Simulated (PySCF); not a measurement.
A geometry optimisation on `[CH3][Tl]([CH3])[CH3]`.

Method: PBE0-D3(BJ)/def2-SVP geometry optimisation, gas phase, def2 core potentials past Kr (PySCF 2.14.0). Start geometry: GFN2-xTB. The input is one job of a driver script: a line of settings, then coordinates in Å.

Input:
```
{"job": {"xc": "PBE0", "basis": "def2-SVP", "d3": "d3bj", "grid": 1, "maxiter": 30, "shake": 0.01, "kind": "geom"}, "charge": 0, "multiplicity": 1}
C     -0.461970     2.254070    -0.149210
Tl    -0.004720    -0.004530     0.023840
C      2.201800    -0.718640     0.144690
C     -1.707060    -1.556830     0.009150
H     -0.407830     2.571230    -1.206290
H      0.217760     2.873920     0.422110
H     -1.478050     2.492950     0.192130
H      2.430050    -1.146130     1.125000
H      2.906960     0.113940     0.018280
H      2.406930    -1.477520    -0.590520
H     -2.652640    -1.131380     0.439880
H     -1.937540    -1.850770    -1.007810
H     -1.507850    -2.437200     0.568420
```

Output:
```
step   0  E = -291.94094712  max force = 0.034619
step   1  E = -291.94917977  max force = 0.005832
step   2  E = -291.94943201  max force = 0.002452
step   3  E = -291.94950588  max force = 0.000494
step   4  E = -291.94951380  max force = 0.000338
optimisation converged
```

Energies in Eh; «max force» is the largest Cartesian gradient component in Eh/bohr.

**Question.** Give the first gradient maximum in eV/Å.

**Answer.** With 1 Eh/bohr = 51.422 eV/Å, 1.780 eV/Å.

**Question.** How much energy does the optimisation release, in eV?

**Answer.** E(step 0) − E(last step) = 0.008567 Eh, which is 0.233 eV.

Summary of the converged run: final energy -291.94951 Eh after 4 steps; dipole 0.07 D.

**Question.** Give the final coordinates.

**Answer.** 0.110 Å rms from the input after alignment:
```
atom  x, y, z in Å
C1    -0.4573    2.1704   -0.1467
Tl2    0.0112   -0.0010    0.0169
C3     2.1212   -0.6947    0.1450
C4    -1.6611   -1.4717    0.0180
H5    -0.3817    2.4626   -1.2055
H6     0.2644    2.7642    0.4313
H7    -1.4776    2.3742    0.2056
H8     2.2909   -1.1324    1.1401
H9     2.8192    0.1385   -0.0102
H10    2.3003   -1.4738   -0.6101
H11   -2.5684   -1.0167    0.4384
H12   -1.8639   -1.7663   -1.0233
H13   -1.3915   -2.3698    0.5904
```

**Question.** Estimate the wall time. Hardware: an Arm Neoverse V2 with one thread, shared host. And the peak memory of the process?

**Answer.** About 30 s, with 0.49 GiB resident at the peak, the Python interpreter and its libraries included.
Labels such as C1 count atoms from 1, the log's own numbers from 0.
